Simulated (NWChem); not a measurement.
System: AlSiH5O2; SMILES [OH][Al]([OH])[SiH3]

Here is an NWChem input.

```
start job
memory heap 200 mb stack 900 mb global 1100 mb
geometry units angstroms noautoz
  Al    -0.001479     0.444846     0.011335
  O     -1.520842     1.249040     0.004386
  H     -1.669938     2.206671    -0.013674
  O      1.523420     1.238257     0.000557
  H      1.680921     2.194436    -0.018473
  Si    -0.004758    -1.985818     0.011487
  H      1.146394    -2.538151     0.811925
  H      0.126794    -2.523110    -1.392458
  H     -1.282950    -2.537026     0.587806
end
basis spherical
  Al library def2-svp
  O library def2-svp
  H library def2-svp
  Si library def2-svp
end
dft
  xc m06-2x
  iterations 150
  mulliken
end
task dft energy
```

Excerpt of the output:

```
             Northwest Computational Chemistry Package (NWChem) 7.3.0
             --------------------------------------------------------

 C1  symmetry detected

                             Geometry "geometry" -> ""
                             -------------------------

 Output coordinates in angstroms (scale by  1.889725989 to convert to a.u.)

  No.       Tag          Charge          X              Y              Z
 ---- ---------------- ---------- -------------- -------------- --------------
    1 Al                  13.0000    -0.00042775     0.55560928     0.00595408
    2 O                    8.0000    -1.52018000     1.35906746    -0.00099318
    3 H                    1.0000    -1.66972856     2.31666565    -0.01692554
    4 O                    8.0000     1.52408939     1.34979688    -0.00095064
    5 H                    1.0000     1.68113950     2.30609681    -0.01746396
    6 Si                  14.0000    -0.00249926    -1.87504929     0.00021715
    7 H                    1.0000     1.14790223    -2.42875061     0.80078877
    8 H                    1.0000     0.13111539    -2.40887479    -1.40485496
    9 H                    1.0000    -1.28115336    -2.42828237     0.57356300

 Effective nuclear repulsion energy (a.u.)     196.5973780914

                                 NWChem DFT Module
                                 -----------------

 Summary of "ao basis" -> "ao basis" (spherical)
 ------------------------------------------------------------------------------
       Tag                 Description            Shells   Functions and Types
 ---------------- ------------------------------  ------  ---------------------
 Al                         def2-svp                 8       18   4s3p1d
 O                          def2-svp                 6       14   3s2p1d
 H                          def2-svp                 3        5   2s1p
 Si                         def2-svp                 8       18   4s3p1d

            General Information
            -------------------
          SCF calculation type: DFT
          Wavefunction type:  closed shell.
          No. of atoms     :     9
          No. of electrons :    48
           Alpha electrons :    24
            Beta electrons :    24
          Charge           :     0
          Spin multiplicity:     1
          Use of symmetry is: off; symmetry adaption is: off
          Maximum number of iterations: 150
          AO basis - number of functions:    89
                     number of shells:    43
          Convergence on energy requested:  1.00D-06
          Convergence on density requested:  1.00D-05
          Convergence on gradient requested:  5.00D-04

              XC Information
              --------------
                       M06-2X Method XC Functional
                     Hartree-Fock (Exact) Exchange  0.540
                        M06-2X Exchange Functional  1.000
                      M06-2X Correlation Potential  1.000

             Grid Information
             ----------------
          Grid used for XC integration:  medium
          Radial quadrature: Mura-Knowles
          Angular quadrature: Lebedev.
          Tag              B.-S. Rad. Rad. Pts. Rad. Cut. Ang. Pts.
          ---              ---------- --------- --------- ---------
          Al                  1.25       88          10.0       590
          O                   0.60       49          12.0       434
          H                   0.35       45          13.0       434
          Si                  1.10       88          11.0       590
          Grid pruning is: on
          Number of quadrature shells:   499
          Spatial weights used:  Erf1

      Superposition of Atomic Density Guess
      -------------------------------------

 Sum of atomic energies:        -682.40866433

      Non-variational initial energy
      ------------------------------

 Total energy =    -683.223560
 1-e energy   =   -1336.527913
 2-e energy   =     456.706976
 HOMO         =      -0.341676
 LUMO         =      -0.008096

     ---------------------------------------------
      Total Density - Mulliken Population Analysis
     ---------------------------------------------

    Atom       Charge   Shell Charges
 -----------   ------   -------------------------------------------------------
    1 Al  13    11.83   2.00  1.99  0.80  0.15  5.93  0.51  0.26  0.20
    2 O    8     8.91   1.99  1.11  0.64  3.14  2.01  0.00
    3 H    1     0.65   0.52  0.07  0.06
    4 O    8     8.91   1.99  1.11  0.64  3.14  2.01  0.00
    5 H    1     0.65   0.52  0.07  0.06
    6 Si  14    13.90   2.00  1.99  1.02  0.33  5.94  1.14  1.41  0.08
    7 H    1     1.05   0.68  0.36  0.01
    8 H    1     1.05   0.68  0.36  0.01
    9 H    1     1.05   0.68  0.36  0.01

   convergence    iter        energy       DeltaE   RMS-Dens  Diis-err
 ---------------- ----- ----------------- --------- --------- ---------
 d= 0,ls=0.0,diis     1   -684.9672919736 -8.82D+02  1.68D-02  1.05D+00
 d= 0,ls=0.0,diis     2   -684.9470418473  2.03D-02  8.12D-03  1.55D+00
 d= 0,ls=0.0,diis     3   -685.0930958198 -1.46D-01  9.20D-04  5.53D-03
 d= 0,ls=0.0,diis     4   -685.0938186907 -7.23D-04  2.76D-04  2.48D-04
 d= 0,ls=0.0,diis     5   -685.0938696313 -5.09D-05  7.25D-05  1.29D-05
  Resetting Diis
 d= 0,ls=0.0,diis     6   -685.0938726333 -3.00D-06  1.44D-05  5.46D-07
 d= 0,ls=0.0,diis     7   -685.0938727655 -1.32D-07  3.78D-06  6.96D-08

         Total DFT energy =     -685.093872765503
      One electron energy =    -1340.936468839876
           Coulomb energy =      517.837075291453
    Exchange-Corr. energy =      -58.591857308519
 Nuclear repulsion energy =      196.597378091439

 Numeric. integr. density =       47.999992070706

                       DFT Final Molecular Orbital Analysis
                       ------------------------------------

 Vector   22  Occ=2.000000D+00  E=-3.892054D-01
              MO Center= -5.6D-02, -9.2D-02,  1.7D-01, r^2= 5.9D+00
   Bfn.  Coefficient  Atom+Function         Bfn.  Coefficient  Atom+Function
  ----- ------------  ---------------      ----- ------------  ---------------
    22      0.315726  2 O  px                41      0.314077  4 O  px
    25      0.234708  2 O  px                44      0.233695  4 O  px
    85      0.214259  9 H  s                 75     -0.191270  7 H  s
    64     -0.186238  6 Si px                67     -0.161278  6 Si px
    42     -0.128653  4 O  py                23      0.127035  2 O  py

 Vector   23  Occ=2.000000D+00  E=-3.851271D-01
              MO Center=  1.1D-02,  1.3D+00,  1.3D-04, r^2= 2.9D+00
   Bfn.  Coefficient  Atom+Function         Bfn.  Coefficient  Atom+Function
  ----- ------------  ---------------      ----- ------------  ---------------
    43     -0.435439  4 O  pz                24      0.432716  2 O  pz
    46     -0.348742  4 O  pz                27      0.346732  2 O  pz
    17      0.083988  1 Al d  1

 Vector   24  Occ=2.000000D+00  E=-3.312099D-01
              MO Center= -2.6D-03, -1.0D+00,  5.5D-03, r^2= 2.7D+00
   Bfn.  Coefficient  Atom+Function         Bfn.  Coefficient  Atom+Function
  ----- ------------  ---------------      ----- ------------  ---------------
     3      0.313065  1 Al s                 65      0.314069  6 Si py
    68      0.313046  6 Si py                 9     -0.231297  1 Al py
     2      0.173284  1 Al s                 62     -0.170581  6 Si py
    60      0.151120  6 Si s                  6      0.127480  1 Al py
    80     -0.120528  8 H  s                 75     -0.117842  7 H  s

 Vector   25  Occ=0.000000D+00  E= 5.872597D-03
              MO Center= -7.5D-03, -1.0D-01,  1.3D-01, r^2= 4.5D+00
   Bfn.  Coefficient  Atom+Function         Bfn.  Coefficient  Atom+Function
  ----- ------------  ---------------      ----- ------------  ---------------
    13      0.652261  1 Al pz                69      0.478259  6 Si pz
    81      0.465604  8 H  s                 10      0.266187  1 Al pz
    76     -0.266259  7 H  s                 27     -0.190649  2 O  pz
    86     -0.191589  9 H  s                 46     -0.189359  4 O  pz
    24     -0.164122  2 O  pz                43     -0.162593  4 O  pz

 Vector   26  Occ=0.000000D+00  E= 2.185794D-02
              MO Center= -4.2D-03,  8.6D-01, -1.2D-01, r^2= 5.9D+00
   Bfn.  Coefficient  Atom+Function         Bfn.  Coefficient  Atom+Function
  ----- ------------  ---------------      ----- ------------  ---------------
     4      1.441889  1 Al s                 60     -0.720977  6 Si s
    21     -0.430924  2 O  s                 40     -0.426371  4 O  s
    68     -0.410737  6 Si py                59     -0.280502  6 Si s
    34      0.197073  3 H  s                 53      0.193032  5 H  s
    76      0.175863  7 H  s                 81      0.155810  8 H  s

 Vector   27  Occ=0.000000D+00  E= 5.378528D-02
              MO Center=  3.1D-02, -7.5D-01, -5.5D-02, r^2= 5.4D+00
   Bfn.  Coefficient  Atom+Function         Bfn.  Coefficient  Atom+Function
  ----- ------------  ---------------      ----- ------------  ---------------
    67      0.904245  6 Si px                86      0.721848  9 H  s
    76     -0.641457  7 H  s                 11      0.526150  1 Al px
    40     -0.375766  4 O  s                 21      0.352399  2 O  s
    53      0.190620  5 H  s                 34     -0.165616  3 H  s
    85      0.158619  9 H  s                 75     -0.141686  7 H  s

     ---------------------------------------------
      Total Density - Mulliken Population Analysis
     ---------------------------------------------

    Atom       Charge   Shell Charges
 -----------   ------   -------------------------------------------------------
    1 Al  13    12.22   2.00  1.98  0.79 -0.02  5.93  0.79  0.43  0.31
    2 O    8     8.51   1.99  1.05  0.68  2.86  1.92  0.01
    3 H    1     0.79   0.66  0.06  0.07
    4 O    8     8.51   1.99  1.05  0.68  2.86  1.92  0.01
    5 H    1     0.79   0.66  0.06  0.07
    6 Si  14    13.99   2.00  1.98  1.02  0.31  5.93  1.32  1.31  0.12
    7 H    1     1.06   0.72  0.33  0.01
    8 H    1     1.07   0.72  0.34  0.01
    9 H    1     1.06   0.72  0.33  0.01

     -------------------------------------------
      Total Density - Lowdin Population Analysis
     -------------------------------------------

    Atom       Charge   Shell Charges
 -----------   ------   -------------------------------------------------------
    1 Al  13    12.59   2.00  1.93  0.55  0.24  5.81  0.93  0.61  0.52
    2 O    8     8.26   1.97  0.87  0.61  2.70  2.10  0.01
    3 H    1     0.91   0.55  0.18  0.18
    4 O    8     8.26   1.97  0.87  0.61  2.70  2.10  0.01
    5 H    1     0.91   0.55  0.18  0.18
    6 Si  14    13.83   2.00  1.94  0.68  0.39  5.82  1.33  1.50  0.17
    7 H    1     1.08   0.63  0.43  0.02
    8 H    1     1.08   0.63  0.43  0.02
    9 H    1     1.08   0.63  0.43  0.02

     Multipole analysis of the density
     ---------------------------------

     L   x y z        total         alpha         beta         nuclear
     -   - - -        -----         -----         ----         -------
     0   0 0 0     -0.000000    -24.000000    -24.000000     48.000000

     1   1 0 0      0.003011      0.001506      0.001506     -0.000000
     1   0 1 0      1.176738      0.588369      0.588369      0.000000
     1   0 0 1     -0.010722     -0.005361     -0.005361      0.000000

     2   2 0 0    -32.906525    -97.982274    -97.982274    163.058023
     2   1 1 0      0.030966      0.001466      0.001466      0.028033
     2   1 0 1     -0.001161      0.000213      0.000213     -0.001587
     2   0 2 0    -23.695527   -209.809127   -209.809127    395.922728
     2   0 1 1     -0.099236     -0.019600     -0.019600     -0.060036
     2   0 0 2    -27.619451    -19.067980    -19.067980     10.516508
```

Level: M06-2X/def2-SVP. All runs use the structure optimised with PBE-D3(BJ)/def2-SVP.
